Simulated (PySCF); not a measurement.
Compound: FGe2H5O.
SMILES: `[F][GeH2][O][GeH3]`

Method: EOM-IP-CCSD/aug-cc-pVDZ in PySCF, restricted Hartree–Fock reference, frozen core, non-relativistic, gas phase, PBE0-D3(BJ)/def2-SVP geometry.

Hartree–Fock orbital energies give these Koopmans values (eV): HOMO 12.16, HOMO-1 12.55, HOMO-2 13.20, HOMO-3 14.38, HOMO-4 14.87, HOMO-5 15.10, HOMO-6 16.77, HOMO-7 17.28.

**Question.** What vertical ionisation energies does EOM-IP-CCSD give?

**Answer.** 
```csv
leading hole (HF orbital),Koopmans (eV),EOM-IP-CCSD (eV),change (eV),one-hole share
HOMO,12.16,10.83,-1.33,0.94
HOMO-1,12.55,11.39,-1.16,0.94
HOMO-2,13.20,12.52,-0.68,0.95
HOMO-3,14.38,13.06,-1.32,0.94
HOMO-4,14.87,13.39,-1.48,0.94
HOMO-5,15.10,13.46,-1.64,0.94
HOMO-7,17.28,14.96,-2.32,0.94
HOMO-6,16.77,15.19,-1.58,0.94
```

**Question.** Does the order of the lines follow the orbital energies?

**Answer.** No: the HOMO-7 hole (14.96 eV) falls below the HOMO-6 hole (15.19 eV). The corrections run from -2.32 to -0.68 eV, with a mean of -1.44 eV over the 8 lines; no line lies above its Koopmans value.

**Question.** At what kinetic energies would He II light (40.81 eV) eject these electrons?

**Answer.** 29.98 eV (HOMO), 29.42 eV (HOMO-1), 28.29 eV (HOMO-2), 27.75 eV (HOMO-3), 27.42 eV (HOMO-4), 27.35 eV (HOMO-5), 25.85 eV (HOMO-7), 25.62 eV (HOMO-6).

Lines less than 0.15 eV apart could change places at a higher level. One root was sought for each valence orbital with −ε under 21 eV, eight at most, so deeper holes and satellites are missing; no vibrational structure.

Conformer computed: `[F:1][GeH2:2][O:3][GeH3:4]`: F1–Ge2–O3–Ge4 39°.

One conformer stands for the species.
